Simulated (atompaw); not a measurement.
# What one change does to a pseudopotential (S (Z = 16), PAW (atompaw))

* Element: sulfur (S)
* Generator: atompaw 4.2.0.5
* Type: PAW
* Functional: PBE
* Relativity: scalar-relativistic
* Frozen core: [Ne]
* Valence charge: 6
* Reference configuration: 3s1.75 3p4.25
* Partial waves: 3s (bound): rc 1.60 bohr; 3s channel at -0.35 Ry: rc 2.00 bohr; 3p (bound): rc 2.00 bohr; 3p channel at 0.9 Ry: rc 2.00 bohr
* Local potential: troulliermartins scheme with l = 2 at 1 Ry, radius 1.85 bohr
* Core correction: smooth core density matched at 1.60 bohr
* Augmentation charge: besselshape compensation charge, radius 1.70 bohr; PAW radius 2.00 bohr; waves and projectors: custom polynom2 7 10 vanderbiltortho

All-electron outer shells of the reference configuration (PBE, scalar-relativistic, ld1.x):

```tsv
shell	level (eV)	outermost node (bohr)	outermost maximum (bohr)
2s	-212.08	0.13	0.39
2p	-156.87	–	0.33
3s	-17.43	0.60	1.40
3p	-7.15	0.58	1.59
```

Change: all radii scaled by about 0.81 (s 1.30, p 1.62 bohr); local potential troulliermartins scheme with l = 2 at 1 Ry, radius 1.50 bohr; augmentation besselshape compensation charge, radius 1.38 bohr; PAW radius 1.62 bohr; waves and projectors: custom polynom2 7 10 vanderbiltortho; core correction smooth core density matched at 1.30 bohr.

Cutoffs: the cutoffs (Ry, on a coarse ladder) from which the occupation-weighted sum of valence levels, in a spherical-Bessel basis at the reference potential, stays within 10 and 1 mRy of its value at 400 Ry; they do not see the model core or the augmentation charge, which bear on the density cutoff.

What does the change do?

The potential gets harder (15 Ry and 21 Ry → 18 Ry and 25 Ry); neither file shows a bound ghost. A smaller radius makes the pseudo-wave follow the all-electron one further in, where it bends more sharply, so more plane waves are needed.

```tsv
quantity	base	changed
cutoff, loose	15 Ry	18 Ry
cutoff, tight	21 Ry	25 Ry
loose cutoff by channel (10 mRy a level)	s 6 Ry, p 12 Ry	s 15 Ry, p 12 Ry
bound ghosts	none	none
lowest overlap eigenvalue by channel	s 0.10, p 0.40	s 0.04, p 0.65
```

 The cutoffs see the waves, projectors and local potential, not the compensation charge or the core.
